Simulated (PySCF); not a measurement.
Simulation results for AlBClH3O, CH8BNSi

Calculation on a computer-drawn molecule: optimised geometry and harmonic frequencies of an isolated molecule of the commonest isotopes, restricted reference for singlets and unrestricted otherwise, frozen core in MP2. Program: PySCF 2.14.0.

Common to all runs: charge 0; multiplicity 1; basis cc-pV(D+d)Z.

```yaml
- entry: 1
  formula: AlBClH3O
  start_structure:
    atoms_angstrom:
      - [B, -3.1549, -0.7026, -0.0863]
      - [Al, -1.392, 0.1374, 0.7595]
      - [O, -0.261, -0.829, 1.5434]
      - [Cl, -1.0077, 2.2247, 0.6392]
      - [H, -3.1905, -1.0995, -1.2196]
      - [H, -4.1755, -0.8026, 0.5393]
      - [H, 0.5533, -0.5984, 1.9586]
  given:
    method: MP2
    drawn_bonds_atom: [1, 2, 2, 1, 1, 3]
    drawn_bonds_other_atom: [2, 3, 4, 5, 6, 7]
    drawn_bonds_order: [1, 1, 1, 1, 1, 1]
  results:
    optimised_atom_element: [B, Al, O, Cl, H, H, H]
    "optimised_atom_x [angstrom]": [-3.148, -1.389, -0.2644, -1.01, -3.191, -4.177, 0.5509]
    "optimised_atom_y [angstrom]": [-0.6991, 0.1355, -0.8774, 2.219, -1.091, -0.8, -0.5566]
    "optimised_atom_z [angstrom]": [-0.08326, 0.7613, 1.55, 0.636, -1.225, 0.5427, 1.952]
    "modes_frequency [cm^-1]": [129.9, 131.7, 194.7, 195.7, 380.7, 455.0, 577.4, 595.7, 644.0, 860.6, 888.2, 1196, 2622, 2702, 3925]
    "modes_reduced_mass [dalton]": [1.045, 3.997, 3.801, 4.991, 1.153, 10.25, 1.33, 1.799, 2.862, 2.1, 2.413, 1.134, 1.055, 1.121, 1.067]
    "rotational_constants [GHz]": [5.592, 3.046, 2.005]
    "total_energy [hartree]": -803.2866
    "convergence_status_largest_gradient_component [hartree/bohr]": 1.334e-05
- entry: 2
  formula: CH8BNSi
  start_structure:
    atoms_angstrom:
      - ["N", -0.0661, -2.5548, -0.5591]
      - [B, 0.3606, -1.5545, 0.19]
      - [C, 0.759, -0.1471, -0.2502]
      - [Si, 2.58, -0.0355, -0.7623]
      - [H, -0.1977, -2.3327, -1.5062]
      - [H, -0.255, -3.5226, -0.3402]
      - [H, 0.61, -1.8701, 1.2812]
      - [H, 0.2172, 0.161, -1.15]
      - [H, 0.5813, 0.63, 0.4558]
      - [H, 2.9274, 1.3471, -1.265]
      - [H, 3.4995, -0.3477, 0.3773]
      - [H, 2.9309, -1.0023, -1.8586]
  given:
    method: HF
    drawn_bonds_atom: [1, 2, 3, 1, 1, 2, 3, 3, 4, 4, 4]
    drawn_bonds_other_atom: [2, 3, 4, 5, 6, 7, 8, 9, 10, 11, 12]
    drawn_bonds_order: [1, 1, 1, 1, 1, 1, 1, 1, 1, 1, 1]
  results:
    optimised_atom_element: ["N", B, C, Si, H, H, H, H, H, H, H, H]
    "optimised_atom_x [angstrom]": [-0.1986, 0.459, 0.8256, 2.655, -0.4949, -0.4133, 0.7679, 0.258, 0.5916, 2.925, 3.497, 3.075]
    "optimised_atom_y [angstrom]": [-2.571, -1.623, -0.1826, 0.03636, -2.401, -3.489, -1.946, 0.07927, 0.5693, 1.422, -0.2285, -0.8933]
    "optimised_atom_z [angstrom]": [-0.5876, 0.195, -0.3489, -0.7484, -1.527, -0.2594, 1.315, -1.25, 0.4146, -1.208, 0.4439, -1.827]
    "modes_frequency [cm^-1]": [62.05, 129.3, 211.6, 378.0, 543.4, 550.2, 601.7, 629.6, 776.7, 846.1, 893.5, 982.2, 1023, 1034, 1036, 1038, 1149, 1186, 1240, 1441, 1533, 1754, 2287, 2292, 2305, 2661, 3155, 3204, 3814, 3919]
    "modes_reduced_mass [dalton]": [2.499, 1.151, 2.103, 2.026, 1.188, 1.119, 1.46, 1.542, 1.797, 1.334, 1.669, 1.326, 1.14, 1.047, 1.063, 1.272, 1.222, 1.505, 1.783, 2.349, 1.201, 1.231, 1.05, 1.049, 1.021, 1.095, 1.059, 1.101, 1.051, 1.098]
    "rotational_constants [GHz]": [15.21, 2.493, 2.405]
    "total_energy [hartree]": -410.6560
    "convergence_status_largest_gradient_component [hartree/bohr]": 5.906e-06
```
